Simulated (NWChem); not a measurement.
Species: C₃H₇FSi; SMILES C=C[Si@@H](C)F

```xyz
12

C     -0.0278    -2.2520     0.3447
C     -0.6968    -1.2416    -0.2236
Si     0.0414     0.4563    -0.4117
C     -0.9353     1.7668     0.4837
F      1.5401     0.3808     0.2383
H      0.9928    -2.1188     0.7201
H     -0.4641    -3.2507     0.4600
H     -1.7164    -1.4291    -0.5877
H      0.2082     0.8198    -1.8504
H     -0.4536     2.7523     0.3914
H     -1.9506     1.8447     0.0624
H     -1.0277     1.5227     1.5531
```
Atoms are numbered in this order, from 1.

Computed with NWChem. STO-3G and 3-21G are far too small for this property and stand as cheap habits. The geometry was optimised at PBE0/def2-SVP. Not confirmed as a minimum by frequencies. Field at 589 nm.

### Question
Predict the results for B3LYP/STO-3G. Quantities: isotropic polarisability (bohr³); anisotropy (bohr³).

### Answer
The isotropic polarisability (bohr³) is 29.1 and the anisotropy (bohr³) is 18.8.
